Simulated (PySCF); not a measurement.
**Lead: highly charged ions in a basis for the neutral atom**

Pb⁶⁺ [Xe] 4f14 5d8, Pb⁷⁺ [Xe] 4f14 5d7. All numbers are calculated (PySCF 2.14, a scalar-relativistic core potential, in def2-SVP with the def2 core potential (60 electrons)). No spin-orbit coupling, so a gap to NIST mixes the basis error with missing relativistic terms.

Changed run: basis of the neutral atom used for a highly charged ion. This setting is unsound on purpose.

| species | method | sound run (hartree) | changed run (hartree) | converged |
| --- | --- | --- | --- | --- |
| Pb⁶⁺ | UHF | not run | -182.83532 | yes |
| Pb⁶⁺ | M06-L | not run | -183.72696 | yes |
| Pb⁶⁺ | r2SCAN | not run | -183.63868 | yes |
| Pb⁷⁺ | UHF | not run | -179.01951 | yes |
| Pb⁷⁺ | M06-L | not run | -179.86728 | yes |
| Pb⁷⁺ | r2SCAN | not run | -179.76382 | yes |

Ionisation energy of Pb⁶⁺:

```
method  changed run (eV)  NIST (eV)
   UHF            103.83  100.1 ± 2
 M06-L            105.03  100.1 ± 2
r2SCAN            105.44  100.1 ± 2
```

The contracted functions were made for the neutral atom and can be too rigid for a highly charged ion.
